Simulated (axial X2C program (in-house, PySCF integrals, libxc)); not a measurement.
## Spectroscopic constants of AlTe⁻

Calculated with an in-house relativistic program for diatomic molecules. Spin-free means the one-electron spin-free X2C Hamiltonian; two-component (2c) means X2C with spin–orbit coupling and atomic mean-field two-electron Coulomb and Gaunt terms, so the difference of the two also holds small scalar two-electron terms. Basis: Te dyall-acv3z [12s13p9d5f1g], Al dyall-av3z [9s9p3d2f] (cores contracted in-house); Gaussian nuclei, density fitting, unrestricted open shells. Masses: Te 129.906 u, Al 26.982 u.

State, spin-free: M_S = 0, Λ = 0 (closed shell); electrons by block: σα: 15, σβ: 15, π+α: 7, π+β: 7, π-α: 7, π-β: 7, δ+α: 2, δ+β: 2, δ-α: 2, δ-β: 2. Fragments: Te- + Al.

State, 2c: Ω = 0 (closed shell); electrons by block: 1/2: 22, -1/2: 22, 3/2: 9, -3/2: 9, 5/2: 2, -5/2: 2. Fragments: Te- + Al.

```csv
Hamiltonian,level,Re (Å),ωe (cm⁻¹),ωexe (cm⁻¹),αe (cm⁻¹),De (eV),D0 (eV),k (mdyn/Å),μ (D)
spin-free,PBE0,2.461,366.9,1.01,0.000509,3.67,3.65,1.77,-2.40
spin-free,HF,2.464,376.1,0.968,0.000482,2.47,2.45,1.86,-1.86
spin-free,MP2,2.467,372.2,0.998,0.000493,3.77,3.75,1.82,n/a
spin-free,CCSD,2.468,372.1,1.01,0.000494,3.50,3.48,1.82,n/a
spin-free,CCSD(T),2.476,365.5,1.04,0.000507,3.67,3.64,1.76,n/a
spin-free,r2SCAN0,2.451,374.2,1.02,0.00051,3.63,3.60,1.84,-2.43
2c,PBE0,2.464,364.7,1.02,0.000514,3.52,3.50,1.75,-2.44
2c,HF,2.466,373.9,0.979,0.000486,2.23,2.21,1.84,-1.90
2c,MP2,2.469,370.5,1.01,0.000497,3.59,3.57,1.81,n/a
2c,CCSD,2.470,370.2,1.03,0.000499,3.31,3.29,1.8,n/a
2c,CCSD(T),2.478,363.9,1.06,0.000511,3.48,3.45,1.74,n/a
2c,r2SCAN0,2.453,372.3,1.03,0.000514,n/a,n/a,1.82,-2.47
```

Correlated methods: 10 electrons correlated (number of frozen shells: Te 4 s, 3 p, 2 d; Al 2 s, 1 p), 282 virtual spin orbitals or spinors in MP2, 90 natural virtuals in coupled cluster.

Dipoles are positive if Al is the positive end and refer to the centre of mass.

One determinant describes the state; a PBE0 search over occupations chose it and may have missed a lower one. The closed shell is kept restricted, so the energy runs too high when the bond is stretched far. Dissociation energies refer to the lowest single-determinant-based atoms at the same level and basis. De is not given where an atomic determinant may have missed its ground term or J level, or where the truncated virtual space spoils (T). CCSD and (T) use frozen natural virtuals with an MP2 correction for the truncation; (T) itself is uncorrected, so its De runs slightly low. A 2c atom that is not at its ground J level misses part of its spin–orbit lowering, and De is too large by that part (0.04 eV or less for light atoms). This holds for PBE0. The functionals have no current-density term, which raises determinants with orbital currents, atoms included. With the outer-core shells frozen, correlated bond lengths of heavy atoms tend to come out a few hundredths of an ångström too long. Hartree–Fock gets electron affinities wrong, so its lowest charge split need not be the true one.

Rough cost a point (2c) on 1 thread(s) of a shared host, integrals apart: PBE0 1.2 s, HF 0.8 s, CCSD(T) 5 s, r2SCAN0 1.7 s.

The whole task took 3.6 min on 1 thread of AMD EPYC 7B13 (Zen 3) (shared host).
